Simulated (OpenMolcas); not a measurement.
**What dynamic correlation does to the levels of La I**

| Quantity | Value |
| --- | --- |
| Program | OpenMolcas 26.06 |
| Basis | ANO-R2 [8s6p5d2f1g] |
| Scalar Hamiltonian | X2C, finite nucleus |
| Active space | 3 electrons in 6 orbitals (5d 6s) |
| State averaging | 2S+1 = 2 even, 65 roots; 2S+1 = 4 even, 20 roots kept (CI in the orbitals of an earlier block) |
| Spin-orbit coupling | state interaction with AMFI integrals over the reference wave functions, term energies averaged over their components |

Methods on the same reference wave functions:
A. CASSCF
B. SS-CASPT2, IPEA 0.25 Eh, imaginary shift 0.1 Eh (closed shells correlated: 5s 5p)
C. MS-CASPT2, IPEA 0.25 Eh, imaginary shift 0.1 Eh (closed shells correlated: 5s 5p)

Energies in cm⁻¹ above 5d 6s² ²D_3/2, the measured ground level; measured values from NIST Handbook of Basic Atomic Spectroscopic Data.

| Level | A | B | C | Measured |
| --- | --- | --- | --- | --- |
| 5d 6s² ²D_3/2 [55 %] | 0.0 | 0.0 | 0.0 | 0.0 |
| 5d² 6s ⁴F_5/2 | 574 | 2380 | 3020 | 3010 |
| 5d² 6s ⁴F_3/2 [55 %] | 657 | 2050 | 2680 | 2668 |
| 5d 6s² ²D_5/2 | 1148 | 734 | 898 | 1053 |
| 5d² 6s ⁴F_7/2 | 1190 | 2830 | 3500 | 3495 |
| 5d² 6s ⁴F_9/2 | 1802 | 3450 | 4120 | 4122 |
| 5d² 6s ⁴P_1/2 | 6553 | 7430 | 8090 | 7231 |
| 5d² 6s ⁴P_3/2 | 6790 | 7660 | 8350 | 7491 |
| 5d² 6s ⁴P_5/2 | 7106 | 7830 | 8520 | 7680 |
| 5d² 6s ²P_1/2 | 8547 | 8360 | 8780 | 9044 |
| 5d² 6s ²F_5/2 | 8759 | 6940 | 7410 | 7012 |
| 5d² 6s ²P_3/2 [68 %] | 8851 | 9060 | 8840 |  |
| 5d² 6s ²F_7/2 | 9531 | 7820 | 8340 | 8052 |
| 5d² 6s ²G_9/2 | 10200 | 10090 | 10570 | 9920 |
| 5d² 6s ²G_7/2 | 10216 | 10020 | 10560 | 9961 |
| 5d³ ⁴F_3/2 [67 %] | 10784 | 11820 | 12490 | 12431 |
| 5d³ ⁴F_5/2 [55 %] | 11157 | 12210 | 12870 |  |
| 5d² 6s ²D_5/2 [53 %] | 11372 | 8870 | 9990 |  |
| 5d³ ⁴F_7/2 | 11758 | 12710 | 13370 | 13238 |
| 5d³ ⁴F_9/2 | 12356 | 13280 | 13930 | 13747 |
| 5d³ ⁴P_1/2 | 17142 | 16700 | 17370 | 16617 |
| 5d³ ⁴P_3/2 | 17341 | 16860 | 17500 | 16735 |
| 5d³ ⁴P_5/2 | 17677 | 17250 | 17920 | 17099 |
| 5d³ ²G_7/2 | 19200 | 17240 | 18050 | 17023 |

Deviations, from unrounded energies. A percentage is the sum of absolute deviations over the sum of measured energies, with the sign that they share, or ± where signs differ.

| Against measurement | Levels | A | B | C |
| --- | --- | --- | --- | --- |
| mean absolute deviation (cm-1) | 20 | 1200 | 340 | 430 |
| fine structure of the ground term (%) | 1 | +9.0 | -30.3 | -14.7 |
| other configurations (%) | 19 | ±12.7 | ±3.5 | ±4.6 |

B lies closest to measurement on these levels and A furthest from it. The largest miss of B in the table is 5d² 6s ²P_1/2, by -680 cm-1. The ranking rests on the paired levels alone, and a cruder setting can come out closer through cancelling errors.

Between B and C the level of the table that moves most is 5d² 6s ²D_5/2 [53 %], by 1100 cm-1 (lowest in B, highest in C). Moves below CASPT2's spread within the term are not significant.

The mean deviations of B to C differ by less than CASPT2's widest spread within a term (990 cm-1), so their order carries little weight.

The lowest spin-free term lies below A's lowest term by 0.243 hartree in B, 0.245 hartree in C.

CASPT2 breaks the degeneracy within a term, and the mean is taken; among the terms shown or strongly mixed into the levels shown the widest spread is 990 cm-1 (5d² 6s ²F, C). Over all roots computed the reference weight is 0.85 to 0.91 in B, 0.85 to 0.91 in C; the roots of lowest weight are the least certain, and an intruder state may touch them. Some levels mix across a computed gap that differs much from the measured one, so their mixing is not that of the real levels. Terms from blocks run as CI alone lack orbitals of their own. Configurations are named by rounded mean occupations; where the s occupation lies near a half they are strongly mixed, a name can repeat and a true partner stay unpaired. A single d shell beside an s shell can misplace configurations of different d count against each other. Without dynamic correlation excited terms often stand tens of per cent too high (terms of higher spin than the ground term too low), and those without a measured partner can miss by more than the paired ones (holds for A). The CASPT2 spread within a term exceeds the gap to the next term for 5d² 6s ²F and 5d² 6s ⁴P, so the order of their levels is uncertain, and so are names and mixing where such terms share a J (holds for B; C). Measured partners are found by configuration, term and J. A level has none where our copy of the source lacks it or the pairing is in doubt (some pairs that miss far off the trend of their configuration count as doubtful), and it then counts in no deviation. Only configurations of the active space appear. Levels that lie high or do not pair safely by name in every column are left out.

A share in square brackets marks a mixed level and gives the weight of the term that names it, the lowest over the columns.
